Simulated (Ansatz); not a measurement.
Ansatz results at the PBE0-D4/def2-TZVP geometry: HOMO–LUMO gap (ωB97M-V/def2-TZVPP) 11.02 eV; HOMO–LUMO gap (B3LYP/def2-TZVPP) 6.75 eV; size of the dipole moment (B3LYP/def2-TZVPP) 1.33 D.

Each molecule was computed in one conformer, which needn't be the lowest.

**Question.** Which molecule gave them?
A. `N=C1[SiH2]C1Cl`
B. `[NH2][AlH][O][SiH2][SiH3]`
C. `N[CH]1[CH2][Al]1[F]`
D. `N[Si](O)([AlH2])[SiH3]`

**Answer.** B. The others give `N[Si](O)([AlH2])[SiH3]`: 8.39, 4.47, 2.47; `N=C1[SiH2]C1Cl`: 9.73, 5.03, 2.15; `N[CH]1[CH2][Al]1[F]`: 8.49, 4.26, 1.57.

B3LYP here is the variant with VWN-RPA as its local correlation; programs differ in this.
